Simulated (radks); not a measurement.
Dy9+, 57 electrons, occupied as [Kr] 4d10 4f8 5s2 5p1 (the NIST ground configuration).

Method: non-relativistic Kohn-Sham, PBE, spin-polarised, spherical densities, point nucleus; open shells are filled with parallel spins first (spin-orbit coupling, left out, can overturn this in heavy ions); relativity is left out, which matters for an element this heavy; computed with a radial shooting solver on a logarithmic mesh with Libxc functionals.

Energy parts (hartree):
part                       energy
total                 -11622.0027
kinetic                11618.9257
electron-nucleus      -27304.1873
Hartree                 4310.7746
exchange-correlation    -247.5157

Orbitals (lengths in bohr, moments of r in powers of bohr; <r^-3> diverges for s and p1/2):
| orbital | occ. | eigenvalue (hartree) | <r^-3> | <1/r> |
|---|---|---|---|---|
| 1s up | 1 | -1850.357 | - | 65.46 |
| 1s down | 1 | -1850.354 | - | 65.46 |
| 2s up | 1 | -301.0740 | - | 15.25 |
| 2s down | 1 | -301.0684 | - | 15.25 |
| 2p up | 3 | -287.1781 | 9870 | 15.27 |
| 2p down | 3 | -287.1730 | 9870 | 15.27 |
| 3s up | 1 | -70.93051 | - | 5.773 |
| 3s down | 1 | -70.79901 | - | 5.780 |
| 3p up | 3 | -64.68659 | 2031 | 5.715 |
| 3p down | 3 | -64.56643 | 2036 | 5.722 |
| 3d up | 5 | -53.04730 | 349.8 | 5.620 |
| 3d down | 5 | -52.96052 | 350.7 | 5.626 |
| 4s up | 1 | -18.10922 | - | 2.477 |
| 4s down | 1 | -17.88004 | - | 2.474 |
| 4p up | 3 | -15.62842 | 455.0 | 2.386 |
| 4p down | 3 | -15.39971 | 453.1 | 2.382 |
| 4d up | 5 | -11.17985 | 66.94 | 2.189 |
| 4d down | 5 | -10.95122 | 66.58 | 2.185 |
| 5s up | 1 | -6.24468 | - | 1.077 |
| 5s down | 1 | -6.08110 | - | 1.065 |
| 4f up | 7 | -5.61467 | 11.65 | 1.786 |
| 5p up | 1 | -5.43627 | 92.19 | 1.004 |
| 4f down | 1 | -5.38557 | 11.54 | 1.776 |
| 5p down | 0 | -5.28500 | 88.92 | 0.9903 |

The highest occupied level is 4f down at -146.55 eV. The spin density at the nucleus is -1.178 e/bohr^3 (1s -0.192, 2s -0.430, 3s -5.370, 4s 1.841, 5s 2.972). Summed over all electrons, <r^2> = 18.30 bohr^2, which gives a Langevin (diamagnetic) susceptibility term of -14.5 x 10^-6 cm^3/mol. Virial ratio -V/T = 2.00026. For comparison, the ionisation energy in NIST's Atomic Spectra Database is 170 eV (theoretical). In exact Kohn-Sham theory the highest level is minus the ionisation energy, but local and semilocal functionals leave it too shallow, through self-interaction and a potential that decays too fast; potentials with the right tail come closer.
